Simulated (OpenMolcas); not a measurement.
# What dynamic correlation does to the levels of Xe6+

```
Program             : OpenMolcas 26.06
Basis               : ANO-RCC-VTZP [7s6p4d2f1g]
Scalar Hamiltonian  : DKH2, point nucleus
Active space        : 2 electrons in 8 orbitals (5s 5p 6s 6p)
State averaging     : 2S+1 = 3 even, 3 roots; 2S+1 = 1 even, 7 roots; 2S+1 = 3 odd, 3 roots; 2S+1 = 1 odd, 3 roots
Spin-orbit coupling : state interaction with AMFI integrals over the reference wave functions, term energies averaged over their components
```

Methods on the same reference wave functions:
A. CASSCF
B. SS-CASPT2, IPEA 0.25 Eh, imaginary shift 0.1 Eh (closed shells correlated: 4d)
C. MS-CASPT2, IPEA 0.25 Eh, imaginary shift 0.1 Eh (closed shells correlated: 4d)
D. XMS-CASPT2, IPEA 0.25 Eh, imaginary shift 0.1 Eh (closed shells correlated: 4d)

Energies in cm-1 above 5s2 1S0, the measured ground level; measured values from Saloman, J. Phys. Chem. Ref. Data 33, 765 (2004).

| Level | A | B | C | D | Measured |
| --- | --- | --- | --- | --- | --- |
| 5s2 1S0 | 0.0 | 0.0 | 0.0 | 0.0 | 0.0 |
| 5s 5p 3P* 0 | 92629 | 96550 | 97090 | 97670 | 96141 |
| 5s 5p 3P* 1 | 96985 | 100530 | 101070 | 101620 | 100451 |
| 5s 5p 3P* 2 | 108346 | 112270 | 112810 | 113390 | 113676 |
| 5s 5p 1P* 1 | 153855 | 140920 | 141460 | 141410 | 143259 |
| 5p2 3P0 | 225352 | 225060 | 225580 | 226150 | 223673 |
| 5p2 3P1 | 233996 | 234510 | 235050 | 235560 | 234685 |
| 5p2 1S0 | 283645 | 274100 | 275210 | 276310 | 273208 |

Deviations, from unrounded energies. A percentage is the sum of absolute deviations over the sum of measured energies, with the sign that they share, or ± where signs differ.

| Against measurement | Levels | A | B | C | D |
| --- | --- | --- | --- | --- | --- |
| mean absolute deviation (cm-1) | 7 | 5100 | 960 | 1200 | 1600 |
| other configurations (%) | 7 | ±3.0 | ±0.6 | ±0.7 | ±1.0 |

B lies closest to measurement on these levels and A furthest from it. The largest miss of B in the table is 5s 5p 1P* 1, by -2300 cm-1. The ranking rests on the paired levels alone, and a cruder setting can come out closer through cancelling errors.

Among B to D the level of the table that moves most is 5p2 1S0, by 2200 cm-1 (lowest in B, highest in D). Moves below CASPT2's spread within the term are not significant.

The lowest spin-free term lies below A's lowest term by 0.418 hartree in B, 0.420 hartree in C, 0.424 hartree in D.

Over all roots computed the reference weight is 0.89 to 0.96 in B, 0.89 to 0.96 in C, 0.81 to 0.96 in D; the roots of lowest weight are the least certain, and an intruder state may touch them. Active for correlation alone: 6p 6s; no level in the range computed is led by a configuration that fills them, so any true level of that kind is missing. The ¹D term of p² mixes with s d, which this space lacks. Measured partners are found by configuration, term and J. A level has none where our copy of the source lacks it or the pairing is in doubt (some pairs that miss far off the trend of their configuration count as doubtful), and it then counts in no deviation. Levels of configurations outside the active space are missing. Levels that lie high or do not pair safely by name in every column are left out.

* marks odd parity.
